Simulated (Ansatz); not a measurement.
# Worked example: GeH(CH3)Cl2 + C3H5Cl → GeHCl3 + C4H8

Species: GeH(CH3)Cl2, singlet; C3H5Cl `C/C=C/Cl`, singlet; GeHCl3 `[Cl][GeH]([Cl])[Cl]`, singlet; C4H8 (trans-2-butene) `C/C=C/C`, singlet. The partners trade CH3 for Cl: Ge–CH3 and C–Cl bonds give way to Ge–Cl and C–CH3.

Shapes, held fixed at every level: PBE0-D4/def2-TZVP. Programs: Ansatz 0.2.0. The zero-point and thermal change to 298 K, harmonic and unscaled (PBE0-D4/def2-TZVP), is +3.7 kJ/mol.

At CCSD(T)/def2-TZVPP; 1 Eh = 2625.50 kJ/mol:

| species | energy (Eh) |
| --- | --- |
| GeH(CH3)Cl2 | -3035.599565 |
| C3H5Cl | -576.813343 |
| GeHCl3 | -3455.517659 |
| C4H8 | -156.927860 |

Problem. Work out ΔH(298 K) of the reaction at this level.

Solution. 
1. Products less reactants: (-3455.517659) + (-156.927860) − [(-3035.599565) + (-576.813343)] = -0.032611 Eh = -85.6 kJ/mol.
2. With the thermal change: -85.6 + (+3.7) = -81.9 kJ/mol.

Other levels give -97.3 (MP2/def2-SVP) to -78.1 kJ/mol (SPW92/def2-TZVPP). No measured value is set beside it here. Relativity is left out for Ge. Outer-core shells of Ge are correlated in most correlated rows, in sets that cover them unevenly.
